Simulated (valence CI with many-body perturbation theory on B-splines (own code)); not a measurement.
The numbers below are computed, except where a source is named.
Xe⁴¹⁺: magnetic and hyperfine properties of the levels

Level of theory: configuration interaction combined with many-body perturbation theory (CI+MBPT): three valence electrons over a frozen Dirac-Fock core [Ne], a basis of 11 s, 11 p, 10 d, 8 f, 5 g, 2 h functions for each j, with the one-electron correlation potential Σ1, the two-electron term Σ2, the three-electron term Σ3, Breit, model QED; selected CI, second order for the rest, scaled by the run's own slope (own B-spline code, finite nucleus).

No measured spectrum was set against this ion. As an estimate, large intervals hold to a few tenths of a per cent, small ones and those within an open d or f shell to about a per cent.

A/g_I is the dipole constant over the nuclear g factor μ/I (μ in nuclear magnetons, uniformly magnetised nucleus), B/Q the quadrupole constant per barn. Both hold the static response of the core; the bare values leave it out. Large factors of s and p1/2 electrons are usually good to 5 to 10 %; those of open d and f shells near neutrality can be off by tens of per cent, and small factors of p3/2, d and f electrons come from cancelling terms and can be off by a factor of two or in sign, in half-filled shells by more. B is blank for J = 1/2, where it vanishes, and for nearly pure S terms. Energies count from the lowest level.

Levels are named by their leading jj configuration (3d3/2^4 stands for four electrons in 3d with j = 3/2), which in mixed levels can hold well under half, so a name can repeat and another be missing. Letters in brackets count levels of one name in rising energy.

| Level | E (Ry) | g | A/g_I (MHz) | A/g_I bare | B/Q (MHz/b) | B/Q bare |
| --- | --- | --- | --- | --- | --- | --- |
| (3s^2 3p1/2) J=1/2 | 0.000 | 0.657 | 470000 | 458000 |  |  |
| (3s^2 3p3/2) J=3/2 | 6.068 | 1.327 | 73900 | 73600 | 138000 | 136000 |
| (3s 3p1/2^2) J=1/2 | 7.451 | 2.303 | 1380000 | 1340000 |  |  |
| (3s 3p1/2 3p3/2) J=3/2 [a] | 12.238 | 1.670 | 364000 | 357000 | 112000 | 110000 |
| (3s 3p1/2 3p3/2) J=5/2 | 13.059 | 1.378 | 419000 | 410000 | 72700 | 71500 |
| (3s 3p1/2 3p3/2) J=3/2 [b] | 14.193 | 0.929 | 16800 | 18000 | 102000 | 101000 |
| (3s 3p1/2 3p3/2) J=1/2 | 14.793 | 1.182 | -385000 | -371000 |  |  |
| (3s^2 3d3/2) J=3/2 | 17.470 | 0.846 | 20800 | 22300 | 17700 | 18500 |
| (3s^2 3d5/2) J=5/2 | 17.892 | 1.314 | 157000 | 154000 | 8010 | 8840 |
| (3s 3p3/2^2) J=5/2 | 19.699 | 1.290 | 232000 | 228000 | 88700 | 87800 |
| (3s 3p3/2^2) J=1/2 | 20.898 | 1.832 | 1460000 | 1420000 |  |  |
| (3s 3p3/2^2) J=3/2 | 21.260 | 1.197 | -193000 | -185000 | -42100 | -41400 |
| (3p1/2^2 3p3/2) J=3/2 | 21.792 | 1.240 | 50800 | 52400 | 114000 | 112000 |
| (3s 3p1/2 3d3/2) J=3/2 [a] | 22.816 | 0.533 | -116000 | -112000 | 37800 | 38100 |
| (3s 3p1/2 3d3/2) J=5/2 | 23.371 | 1.052 | 368000 | 359000 | -4850 | -3580 |
| (3s 3p1/2 3d3/2) J=1/2 | 24.653 | 0.345 | -558000 | -541000 |  |  |
| (3s 3p1/2 3d3/2) J=3/2 [b] | 24.737 | 1.328 | 283000 | 278000 | 21600 | 21400 |
| (3s 3p1/2 3d5/2) J=5/2 [a] | 24.854 | 1.331 | 127000 | 125000 | 15300 | 16600 |
| (3s 3p1/2 3d5/2) J=7/2 | 25.307 | 1.256 | 276000 | 270000 | -5730 | -3940 |
| (3s 3p1/2 3d5/2) J=5/2 [b] | 25.835 | 1.127 | 68700 | 68800 | 22800 | 23500 |
| (3s 3p1/2 3d5/2) J=3/2 | 25.893 | 1.254 | -170000 | -163000 | -18700 | -17600 |
| (3p1/2 3p3/2^2) J=5/2 | 27.860 | 1.088 | 149000 | 147000 | 59600 | 58900 |
| (3p1/2 3p3/2^2) J=3/2 | 28.304 | 1.230 | -32400 | -28800 | 44000 | 43500 |
| (3p1/2 3p3/2^2) J=1/2 | 28.562 | 0.664 | 455000 | 441000 |  |  |
| (3s 3p3/2 3d3/2) J=3/2 [a] | 29.658 | 1.363 | 249000 | 245000 | -12100 | -12600 |
| (3s 3p3/2 3d3/2) J=5/2 [a] | 29.682 | 1.283 | 202000 | 199000 | 26800 | 26000 |
| (3s 3p3/2 3d3/2) J=1/2 [a] | 29.715 | 2.336 | 720000 | 705000 |  |  |
| (3s 3p3/2 3d3/2) J=7/2 | 29.835 | 1.313 | 239000 | 235000 | 85200 | 84200 |
| (3s 3p3/2 3d5/2) J=9/2 | 29.986 | 1.328 | 197000 | 194000 | 170000 | 169000 |
| (3s 3p3/2 3d5/2) J=3/2 [a] | 30.894 | 1.077 | -65100 | -61000 | -70300 | -68800 |
| (3s 3p3/2 3d5/2) J=5/2 [a] | 31.189 | 1.332 | 294000 | 288000 | -68400 | -66800 |
| (3s 3p3/2 3d3/2) J=3/2 [b] | 31.749 | 1.143 | -12200 | -9140 | -75000 | -73700 |
| (3s 3p3/2 3d5/2) J=7/2 [a] | 31.885 | 1.169 | 82500 | 82200 | 147000 | 146000 |
| (3s 3p3/2 3d3/2) J=5/2 [b] | 32.140 | 0.930 | -60800 | -57200 | 104000 | 104000 |
| (3p1/2^2 3d3/2) J=3/2 | 32.161 | 0.752 | 42100 | 41800 | 20000 | 21000 |
| (3s 3p3/2 3d3/2) J=1/2 [b] | 32.274 | 0.613 | 34900 | 35300 |  |  |
| (3s 3p3/2 3d5/2) J=7/2 [b] | 32.710 | 1.190 | 66900 | 67000 | 104000 | 104000 |
| (3s 3p3/2 3d5/2) J=1/2 | 33.278 | 0.674 | -233000 | -225000 |  |  |
| (3s 3p3/2 3d5/2) J=3/2 [b] | 33.700 | 1.302 | 336000 | 328000 | 42600 | 42700 |
| (3s 3p3/2 3d5/2) J=5/2 [b] | 33.833 | 1.122 | -116000 | -110000 | -47600 | -45800 |

(1) Take the isotope of mass number 131, with I = 3/2, μ = 0.69185 μN and Q = -0.114 b. What is the hyperfine structure of (3s 3p1/2 3p3/2) J=3/2 [b]?

Answers

(1) From the table A = 7760 MHz, B = -11700 MHz. Shifts from the centre of gravity in MHz: F = 0: -43700, F = 1: -24300, F = 2: 2960, F = 3: 14500.
